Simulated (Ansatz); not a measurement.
Abridged output of a molecular run in Ansatz:

```
Functional definition: HF
1896 factors; integrals over basis functions are off by at most 7.6e-4 eV
mean field evaluation 1: about -67367.1828 eV, gradient 3.4e1 eV
mean field evaluation 2: about -67367.2802 eV, gradient 3.4e1 eV
mean field evaluation 4: about -67370.1893 eV, gradient 4.3e0 eV
mean field evaluation 8: about -67370.2540 eV, gradient 3.0e-1 eV
mean field -67370.25443955 eV, -2475.8111854550 hartree, gradient 2.3e-6 eV, S^2 0.000000; 0 other end points of the search recorded, 0 dependent functions left out
16 core orbitals not correlated: weight in the atoms' cores, before any rotation towards them, 1.000 or more for the frozen orbitals, at most 0.000 for the correlated occupied ones
reference -67370.25443955 eV, -2475.8111854550 hartree; 15, 15 occupied and 272, 272 virtual orbitals, 1896 factors
second order -27.92896997 eV of doubles, -0.00000000 eV of singles
cycle   1  -26.78904104 eV  change     1.1e0 eV  update   1.2e-1
cycle   2  -27.53547835 eV  change   -7.5e-1 eV  update   3.8e-2
cycle   3  -27.65937392 eV  change   -1.2e-1 eV  update   1.7e-2
cycle   4  -27.64489936 eV  change    1.4e-2 eV  update   4.3e-3
cycle   5  -27.64499199 eV  change   -9.3e-5 eV  update   1.9e-3
cycle   6  -27.64670164 eV  change   -1.7e-3 eV  update   4.9e-4
cycle   7  -27.64691201 eV  change   -2.1e-4 eV  update   2.2e-4
cycle   8  -27.64681044 eV  change    1.0e-4 eV  update   7.8e-5
cycle   9  -27.64683188 eV  change   -2.1e-5 eV  update   3.3e-5
perturbative correction -1.19641828 eV, -0.0439675610 hartree
Total energy: -67399.09768972 eV, -2476.8711553480 hartree
```

Its atoms:

```xyz
5

N     1.3970    1.4913    1.3197
C     0.7654    0.7852    0.6629
Ga   -0.2567   -0.3977   -0.4757
Cl   -2.1097   -1.0053    0.3613
H     0.2040   -0.8735   -1.8681
```

Question: Which basis set was used?
A. cc-pV(D+d)Z
B. cc-pV(T+d)Z
C. def2-TZVPPD
D. def2-QZVPP

Answer: D. It gives 303 functions.

Question: Write the keys of the input that set method, charge and spin (a neutral closed shell needs none for the last two).

Answer: 
```yaml
correlation: {method: ccsd_t}
```
